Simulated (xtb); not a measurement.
C₅H₅ (SMILES [C]1=CCC=C1), doublet, at a GFN2-xTB geometry; GFN1-xTB (xtb 6.7.1).

The xtb input:
```
$ xtb mol.xyz --gfn 1 --uhf 1 --opt --json

# file mol.xyz
10

C      0.63271514     1.00377510    -0.40823242
C     -0.64793927     1.06040529    -0.07785499
C     -1.05254388    -0.32906073     0.36072405
C      0.21826404    -1.11001148     0.20499239
C      1.19566152    -0.31001763    -0.24738771
H     -1.32339526     1.89236723    -0.09407463
H     -1.40643665    -0.32920901     1.39341395
H     -1.85258904    -0.72383046    -0.26838099
H      0.29005654    -2.15803073     0.43458780
H      2.21541917    -0.57184028    -0.45899413
```

Question: Write the output that xtb gives for this input, abridged.

Answer: 
```
   ID    Z sym.   atoms
    1    6 C      1-5
    2    1 H      6-10

           -------------------------------------------------
          |                Calculation Setup                |
           -------------------------------------------------

           -------------------------------------------------
          |                 G F N 1 - x T B                 |
           -------------------------------------------------

          ...................................................
          :                      SETUP                      :
          :.................................................:
          :  # basis functions                  30          :
          :  # atomic orbitals                  30          :
          :  # shells                           20          :
          :  # electrons                        25          :
          :  # halogen bonds                     0          :
          :  max. iterations                   250          :
          :  Hamiltonian                  GFN1-xTB          :
          :  restarted?                      false          :
          :  GBSA solvation                  false          :
          :  PC potential                    false          :
          :  electronic temp.          300.0000000     K    :
          :  accuracy                    1.0000000          :
          :  -> integral cutoff          0.2500000E+02      :
          :  -> integral neglect         0.1000000E-07      :
          :  -> SCF convergence          0.1000000E-05 Eh   :
          :  -> wf. convergence          0.2000000E-04 e    :
          :  Broyden damping             0.4000000          :
          :  net charge                          0          :
          :  unpaired electrons                  1          :
          ...................................................

 iter      E             dE          RMSdq      gap      omega  full diag
   1    -13.3327336 -0.133327E+02  0.934E+00    2.50       0.0  T
   2    -13.3441707 -0.114371E-01  0.561E+00    2.53       1.0  T
   3    -13.3444284 -0.257682E-03  0.399E-01    2.55       1.0  T
   4    -13.3450778 -0.649453E-03  0.882E-02    2.55       1.0  T
   5    -13.3451375 -0.596221E-04  0.656E-03    2.54       4.8  T
   6    -13.3451376 -0.126382E-06  0.218E-03    2.55      14.5  T
   7    -13.3451376 -0.247273E-07  0.575E-04    2.55      55.0  T
   8    -13.3451376 -0.130163E-08  0.101E-04    2.55     314.2  T
   9    -13.3451376 -0.604707E-10  0.203E-05    2.55    1557.0  T

   *** convergence criteria satisfied after 9 iterations ***

         :::::::::::::::::::::::::::::::::::::::::::::::::::::
         ::                     SUMMARY                     ::
         :::::::::::::::::::::::::::::::::::::::::::::::::::::
         :: total energy             -13.113716019950 Eh    ::
         :: gradient norm              0.007973337086 Eh/a0 ::
         :: HOMO-LUMO gap              2.545422952939 eV    ::
         ::.................................................::
         :: SCC energy               -13.345137607033 Eh    ::
         :: -> electrostatic           0.001390635565 Eh    ::
         :: repulsion energy           0.234677482625 Eh    ::
         :: dispersion energy         -0.003255895543 Eh    ::
         :: halogen bond corr.         0.000000000000 Eh    ::
         :: add. restraining           0.000000000000 Eh    ::
         :: total charge              -0.000000000000 e     ::
         :::::::::::::::::::::::::::::::::::::::::::::::::::::

      -----------------------------------------------------------
     |                   =====================                   |
     |                        A N C O P T                        |
     |                   =====================                   |
     |               Approximate Normal Coordinate               |
     |                Rational Function Optimizer                |
      -----------------------------------------------------------
      -----------------------------------------------------------
     |                   =====================                   |
     |                        A N C O P T                        |
     |                   =====================                   |
     |               Approximate Normal Coordinate               |
     |                Rational Function Optimizer                |
      -----------------------------------------------------------

          ...................................................
          :                      SETUP                      :
          :.................................................:
          :   optimization level            normal          :
          :   max. optcycles                   200          :
          :   ANC micro-cycles                  20          :
          :   degrees of freedom                24          :
          :.................................................:
          :   RF solver                   davidson          :
          :   write xtbopt.log                true          :
          :   linear?                        false          :
          :   energy convergence         0.5000000E-05 Eh   :
          :   grad. convergence          0.1000000E-02 Eh/α :
          :   maxmium RF displ.          1.0000000          :
          :   Hlow (freq-cutoff)         0.1000000E-01      :
          :   Hmax (freq-cutoff)         5.0000000          :
          :   S6 in model hess.         20.0000000          :
          ...................................................

generating ANC from exact Hessian ...
Using Lindh-Hessian (1995)
 Shifting diagonal of input Hessian by    0.0000000000000000
 Lowest  eigenvalues of input Hessian
    0.000000    0.000000    0.000000    0.000000    0.000000    0.000000
    0.014217    0.024048    0.045054    0.056885    0.063162    0.078747
    0.088079    0.100761    0.109848    0.141998    0.174541    0.177773
 Highest eigenvalues
[...]
 * total energy  :   -13.1137160 Eh     change       -0.3854694E-12 Eh
 * total energy  :   -13.1138259 Eh     change       -0.1099039E-03 Eh
 * total energy  :   -13.1138347 Eh     change       -0.8760237E-05 Eh
 * total energy  :   -13.1138365 Eh     change       -0.1774082E-05 Eh
   *** GEOMETRY OPTIMIZATION CONVERGED AFTER 4 ITERATIONS ***
[...]
          :  unpaired electrons                  1          :
          ...................................................

 iter      E             dE          RMSdq      gap      omega  full diag
   1    -13.3402063 -0.133402E+02  0.111E-06    2.54       0.0  T
   2    -13.3402063  0.177636E-13  0.474E-07    2.54   66723.0  T
   3    -13.3402063  0.177636E-14  0.552E-08    2.54  100000.0  T

   *** convergence criteria satisfied after 3 iterations ***

         :::::::::::::::::::::::::::::::::::::::::::::::::::::
         ::                     SUMMARY                     ::
         :::::::::::::::::::::::::::::::::::::::::::::::::::::
         :: total energy             -13.113836458211 Eh    ::
         :: gradient norm              0.000383738754 Eh/a0 ::
         :: HOMO-LUMO gap              2.537242018257 eV    ::
         ::.................................................::
         :: SCC energy               -13.340206296337 Eh    ::
         :: -> electrostatic           0.001360134280 Eh    ::
         :: repulsion energy           0.229625375319 Eh    ::
         :: dispersion energy         -0.003255537192 Eh    ::
         :: halogen bond corr.         0.000000000000 Eh    ::
         :: add. restraining           0.000000000000 Eh    ::
         :: total charge              -0.000000000000 e     ::
         :::::::::::::::::::::::::::::::::::::::::::::::::::::

           -------------------------------------------------
          |                Property Printout                |
           -------------------------------------------------

    * Orbital Energies and Occupations

         #    Occupation            Energy/Eh            Energy/eV
      -------------------------------------------------------------
         1        2.0000           -0.6688401             -18.2001
         2        2.0000           -0.6351655             -17.2837
         3        2.0000           -0.6254152             -17.0184
         4        2.0000           -0.5884517             -16.0126
         5        2.0000           -0.5756131             -15.6632
         6        2.0000           -0.5491832             -14.9440
         7        2.0000           -0.5460216             -14.8580
         8        2.0000           -0.4979805             -13.5507
         9        2.0000           -0.4927304             -13.4079
        10        2.0000           -0.4849920             -13.1973
        11        2.0000           -0.4627596             -12.5923
        12        2.0000           -0.4091649             -11.1339
        13        1.0000           -0.3639699              -9.9041 (HOMO)
        14                         -0.2707280              -7.3669 (LUMO)
        15                         -0.1744348              -4.7466
        16                         -0.1206659              -3.2835
        17                         -0.0962027              -2.6178
        18                         -0.0834512              -2.2708
        19                         -0.0816552              -2.2220
        20                         -0.0725715              -1.9748
        21                          0.0792423               2.1563
        22                          0.1256397               3.4188
        23                          0.2056291               5.5955
        24                          0.2713374               7.3835
       ...                                ...                  ...
        30                          0.6973039              18.9746
      -------------------------------------------------------------
                  HL-Gap            0.0932419 Eh            2.5372 eV
             Fermi-level           -0.3519581 Eh           -9.5773 eV

  Mulliken/CM5 charges         n(s)   n(p)   n(d)
     1C    -0.05862 -0.06559   1.228  2.830  0.000
     2C    -0.04614 -0.10246   1.066  2.980  0.000
     3C    -0.02545 -0.12527   1.030  2.995  0.000
     4C    -0.04632 -0.10527   1.067  2.979  0.000
     5C    -0.02110 -0.07428   1.061  2.960  0.000
     6H     0.03191  0.08728   0.968  0.000  0.000
     7H     0.05201  0.10670   0.948  0.000  0.000
     8H     0.05201  0.10670   0.948  0.000  0.000
     9H     0.03207  0.08709   0.968  0.000  0.000
    10H     0.02964  0.08509   0.970  0.000  0.000

Wiberg/Mayer (AO) data.
largest (>0.10) Wiberg bond orders for each atom

 ---------------------------------------------------------------------------
     #   Z sym  total        # sym  WBO       # sym  WBO       # sym  WBO
 ---------------------------------------------------------------------------
     1   6 C    3.222 --     2 C    1.877     5 C    1.156
     2   6 C    3.987 --     1 C    1.877     6 H    0.973     3 C    0.967
                             4 C    0.131
     3   6 C    3.993 --     4 C    1.030     2 C    0.967     7 H    0.943
                             8 H    0.943
     4   6 C    3.991 --     5 C    1.797     3 C    1.030     9 H    0.972
                             2 C    0.131
     5   6 C    3.993 --     4 C    1.797     1 C    1.156    10 H    0.974
     6   1 H    1.007 --     2 C    0.973
     7   1 H    1.004 --     3 C    0.943
     8   1 H    1.004 --     3 C    0.943
     9   1 H    1.001 --     4 C    0.972
    10   1 H    1.009 --     5 C    0.974
 ---------------------------------------------------------------------------

Topologies differ in total number of bonds
Writing topology from bond orders to xtbtopo.mol

 dipole moment from electron density (au)
     X       Y       Z
  -0.4564  -0.3928   0.2158  total (Debye):    1.626

optimized geometry written to: xtbopt.xyz

           -------------------------------------------------
          | TOTAL ENERGY              -13.113836458211 Eh   |
          | GRADIENT NORM               0.000383738754 Eh/α |
          | HOMO-LUMO GAP               2.537242018257 eV   |
           -------------------------------------------------

normal termination of xtb
```
